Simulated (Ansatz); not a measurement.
```yaml
crystal:
  periodic: [false, false, false]
  atoms:
    - {symbol: B, position_ang: [-1.394426, -0.559808, 0.158090]}
    - {symbol: C, position_ang: [-0.338772, -0.863763, 1.037138]}
    - {symbol: O, position_ang: [1.257616, -0.370030, 0.591121]}
    - {symbol: C, position_ang: [1.258881, 0.373722, -0.577941]}
    - {symbol: Ga, position_ang: [-0.623305, 0.576525, -1.473024]}
    - {symbol: H, position_ang: [-2.302840, -0.886653, 0.527220]}
    - {symbol: H, position_ang: [-0.912694, 0.162161, 1.367197]}
    - {symbol: H, position_ang: [-0.049079, -1.525232, 1.729192]}
    - {symbol: H, position_ang: [1.861128, 0.014911, -1.173677]}
    - {symbol: H, position_ang: [1.633341, 1.608373, -0.195316]}
    - {symbol: H, position_ang: [-0.883961, 1.321675, -2.615968]}
basis:
  gaussian: {orbitals: aug-pcseg-2}
hamiltonian: {xc: {name: PBE0}}
relax: {f_tol: 0.0001, max_steps: 2}
output: {forces: true}
```

```sh
$ ansatz run in.yaml --threads 4 --pin off --events-out ev --progress --plain --max-ram 10444MiB
```

Output, abridged:

```
Functional definition: PBE0
1637 factors; their error is unknown
mean field evaluation 1: about -57246.0788 eV, gradient 6.8e1 eV
mean field evaluation 2: about -57185.2089 eV, gradient 1.5e2 eV
mean field evaluation 4: about -57257.3560 eV, gradient 8.3e0 eV
mean field evaluation 8: about -57257.6143 eV, gradient 1.9e-1 eV
mean field evaluation 16: about -57257.7848 eV, gradient 8.3e-3 eV
mean field -57257.78475183 eV, -2104.1847789093 hartree, gradient 2.3e-5 eV, S^2 0.000000; 0 other end points of the search recorded, 0 dependent functions left out
reference -57257.78480459 eV, -2104.1847808483 hartree; 31, 31 occupied and 350, 350 virtual orbitals, 1637 factors
relax step   1: F+E_penalty+E_count = -57257.78475183 eV  Δ(F+E_penalty+E_count) = +0.000e0 eV  max|allowed force component| = 7.146e0 eV/Å  Δτ_max = 0.0000 Å  (36 SCF iters, accepted)
1637 factors; their error is unknown
mean field -57260.45032569 eV, -2104.2827369417 hartree, gradient 1.9e-5 eV, S^2 0.000000; 0 other end points of the search recorded, 0 dependent functions left out
reference -57260.45037871 eV, -2104.2827388905 hartree; 31, 31 occupied and 350, 350 virtual orbitals, 1637 factors
relax step   2: F+E_penalty+E_count = -57260.45032569 eV  Δ(F+E_penalty+E_count) = -2.666e0 eV  max|allowed force component| = 4.230e0 eV/Å  Δτ_max = 0.1776 Å  (41 SCF iters, accepted)
Error: geometry relaxation did not converge after 2 steps: max|allowed force component| = 4.23e0 eV/Å (threshold 1.0e-4). Raise `relax.max_steps` over both its present limit and 2, loosen `relax.f_tol`, or start from a geometry closer to equilibrium. Where this run's directory can be resumed (`checkpoint.write`), a resume goes on for up to `relax.max_steps` more
```

In this input the relaxation is allowed too few steps for its threshold. The calculation stopped without meeting its thresholds.
